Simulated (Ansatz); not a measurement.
[TaO2(OH)2]- (TaO4H2⁻), relaxed as a singlet with RKS PBE-D4/def2-SVPD in Ansatz, starting from the GFN2-xTB geometry. Force threshold 0.02 eV/Å.

In the def2 sets Ta takes a core potential; there is no spin–orbit coupling. The relaxation made no stability test and no search for a lower SCF solution.

Start:

```xyz
7

Ta   -0.4495    0.1136   -0.1033
O    -2.0974    0.1683   -0.6703
O    -0.0159    1.4561    0.9278
O     0.8731    0.2245   -1.6346
H     1.5703    0.8713   -1.5116
O    -0.1223   -1.5132    1.0630
H     0.2417   -1.3206    1.9290
```

**Question.** Estimate the energy that the relaxation releases and the steps that it takes.

**Answer.** 4.3 kcal/mol, in 6 steps; 12 s on 4 threads of Arm Neoverse N1 on a shared host. No frequencies were taken in this run, so the end may be a saddle point.

**Question.** Does the start keep its bonding and symmetry?

**Answer.** By distances, no bond broke or formed. The bond that changes most is Ta1–O2, from 1.74 to 1.80 Å (atoms count from 1). Point group Cs at the start, Cs at the end, both within 0.05 Å.

**Question.** Predict the relaxed structure.

**Answer.** 
```xyz
7

Ta   -0.4142    0.1442   -0.0644
O    -2.1004    0.1698   -0.6853
O    -0.1100    1.5803    0.9722
O     0.8640    0.1924   -1.6157
H     1.6031    0.8169   -1.5483
O    -0.1403   -1.5120    1.0422
H     0.2977   -1.3915    1.8993
```
Bond lengths: 4 × O–Ta 1.80 to 2.01 Å; 2 × H–O 0.97 Å.
